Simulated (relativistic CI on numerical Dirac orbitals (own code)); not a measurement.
## Energy levels of Zn¹³⁺

These numbers are calculated, not measured: Dirac-Coulomb-Breit CI, orbitals from a KLI potential per configuration, model QED (radiative potential, 1s self-energy scaled to tabulated hydrogen-like ionisation energies), unscaled Slater integrals (own radial code, finite nucleus).

Configuration list (outside the closed core [Ne]): 3s2 3p5, 3s 3p6, 3s2 3p4 3d, 3s 3p5 3d, 3p6 3d, 3s 3p4 3d2, 3s2 3p4 4s, 3s2 3p3 3d 4p, 3s2 3p4 4p, 3p6 4s, 3p6 4p, 3s 3p4 3d 4s, 3s2 3p4 4d, 3s2 3p3 3d 4s, 3s2 3p2 3d2 4s, 3s 3p3 3d2 4s, 3s2 3p2 3d 4s2, 3s2 3p2 3d 4s 4p, 3s2 3p2 3d 4s 4d. Double excitations out of closed p, d and f shells are left out; levels of such configurations are missing from the list, as are those of other unlisted configurations, and high levels can miss mixing partners.

The lowest level is 3s2 3p5 2P°_3/2, with 99 % of that term; Hund's rules for 3s2 3p5 give 2P° with J = 3/2, in agreement.

```csv
No.,Configuration,Term,J,E (cm⁻¹),%,Lifetime (s),jj configuration (%)
1,3s2 3p5,2P°,3/2,0,99,,3p3/2^3 (99)
2,3s2 3p5,2P°,1/2,34304,99,1.38e-03,3p1/2 3p3/2^4 (99)
3,3s 3p6,2S,1/2,362295,75,1.84e-10,3s (75)
4,3s2 3p4 3d,4D,5/2,493953,89,9.82e-08,3p3/2^2 3d3/2 (49)
5,3s2 3p4 3d,4D,7/2,495457,93,9.09e-03,3p3/2^2 3d5/2 (57)
6,3s2 3p4 3d,4D,3/2,496151,87,4.82e-08,3p3/2^2 3d3/2 (65)
7,3s2 3p4 3d,4D,1/2,500225,87,2.38e-08,3p1/2 3p3/2^3 3d3/2 (49)
8,3s2 3p4 3d,4F,9/2,532566,90,1.87e-02,3p3/2^2 3d5/2 (89)
9,3s2 3p4 3d,2P,1/2,535889,85,4.09e-09,3p1/2 3p3/2^3 3d3/2 (47)
10,3s2 3p4 3d,4F,7/2,541642,71,1.39e-02,3p3/2^2 3d3/2 (64)
11,3s2 3p4 3d,2P,3/2,549608,47,1.35e-09,3p3/2^2 3d3/2 (48)
12,3s2 3p4 3d,2D,3/2,552068,45,9.28e-09,3p1/2 3p3/2^3 3d3/2 (61)
13,3s2 3p4 3d,4F,5/2,552143,93,5.18e-09,3p1/2 3p3/2^3 3d3/2 (61)
14,3s2 3p4 3d,4P,1/2,552552,93,7.70e-10,3p3/2^2 3d3/2 (40)
15,3s2 3p4 3d,4F,3/2,557816,51,1.21e-09,3p1/2 3p3/2^3 3d3/2 (37)
16,3s2 3p4 3d,2F,7/2,566564,56,2.00e-03,3p1/2 3p3/2^3 3d5/2 (51)
17,3s2 3p4 3d,4P,3/2,567559,52,1.17e-08,3p1/2 3p3/2^3 3d5/2 (83)
18,3s2 3p4 3d,4P,5/2,568219,70,3.46e-09,3p1/2 3p3/2^3 3d5/2 (51)
19,3s2 3p4 3d,2D,5/2,575247,66,3.29e-09,3p1/2 3p3/2^3 3d5/2 (60)
20,3s2 3p4 3d,2G,7/2,586812,68,1.95e-03,3p1/2 3p3/2^3 3d3/2 (91)
21,3s2 3p4 3d,2G,9/2,589030,90,1.66e-03,3p1/2 3p3/2^3 3d5/2 (89)
22,3s2 3p4 3d,2F,5/2,590459,89,1.14e-08,3p1/2 3p3/2^3 3d3/2 (38)
23,3s2 3p4 3d,2F,5/2,621977,90,1.86e-09,3p1/2 3p3/2^3 3d5/2 (30)
24,3s2 3p4 3d,2F,7/2,631184,95,7.59e-04,3p1/2 3p3/2^3 3d5/2 (84)
25,3s2 3p4 3d,2D,3/2,669216,92,2.48e-10,3p3/2^2 3d3/2 (39)
26,3s2 3p4 3d,2D,5/2,681877,88,6.03e-08,3p3/2^4 3d5/2 (55)
27,3s2 3p4 3d,2S,1/2,700130,73,4.16e-12,3p1/2 3p3/2^3 3d3/2 (31)
28,3s2 3p4 3d,2P,3/2,747377,87,3.52e-12,3p1/2 3p3/2^3 3d3/2 (50)
29,3s2 3p4 3d,2D,5/2,753426,97,3.28e-12,3p3/2^2 3d5/2 (53)
30,3s2 3p4 3d,2P,1/2,760893,98,3.65e-12,3p1/2 3p3/2^3 3d5/2 (61)
31,3s2 3p4 3d,2D,3/2,784087,88,3.37e-12,3p1/2 3p3/2^3 3d5/2 (55)
32,3s 3p5 3d,4P°,1/2,935223,99,3.25e-11,3s 3p3/2^3 3d3/2 (89)
33,3s 3p5 3d,4P°,3/2,941066,98,3.17e-11,3s 3p3/2^3 3d3/2 (57)
34,3s 3p5 3d,4P°,5/2,951816,95,3.04e-11,3s 3p3/2^3 3d5/2 (52)
35,3s 3p5 3d,4F°,9/2,962439,100,3.35e-11,3s 3p3/2^3 3d5/2 (100)
36,3s 3p5 3d,4F°,7/2,967807,94,3.20e-11,3s 3p3/2^3 3d3/2 (56)
37,3s 3p5 3d,4F°,5/2,974545,92,3.08e-11,3s 3p3/2^3 3d3/2 (57)
38,3s 3p5 3d,4F°,3/2,981167,94,3.00e-11,3s 3p1/2 3p3/2^4 3d3/2 (59)
39,3s 3p5 3d,4D°,7/2,1012377,92,2.55e-11,3s 3p3/2^3 3d5/2 (81)
40,3s 3p5 3d,4D°,1/2,1016397,98,2.46e-11,3s 3p3/2^3 3d3/2 (45)
41,3s 3p5 3d,4D°,5/2,1017840,88,2.49e-11,3s 3p1/2 3p3/2^4 3d5/2 (41)
42,3s 3p5 3d,4D°,3/2,1018412,93,2.49e-11,3s 3p1/2 3p3/2^4 3d3/2 (39)
43,3s 3p5 3d,2F°,7/2,1042791,95,3.35e-11,3s 3p3/2^3 3d3/2 (44)
44,3s 3p5 3d,2D°,5/2,1047961,72,3.07e-11,3s 3p3/2^3 3d5/2 (54)
45,3s 3p5 3d,2D°,3/2,1053238,91,2.41e-11,3s 3p3/2^3 3d5/2 (69)
```

Energies count from the lowest computed level; ° marks odd parity; lifetimes are radiative, by E1, M1, E2, M2, E3 decay to levels of this space only. Filled j subshells are mostly left out of the jj labels.

The mean weight of the leading LS term, summed over parents, in these 45 levels is 85 %, and that of the leading jj configuration (from the same eigenvectors) 60 %, so LS coupling describes them better.

At this charge energies of transitions that change n are usually good to better than 1 %, and those within a shell (Δn = 0) to a few per cent.

LS names give the leading component of a level, which can be under half, so a name can repeat, a term be missing and a line seem to break the LS rules.
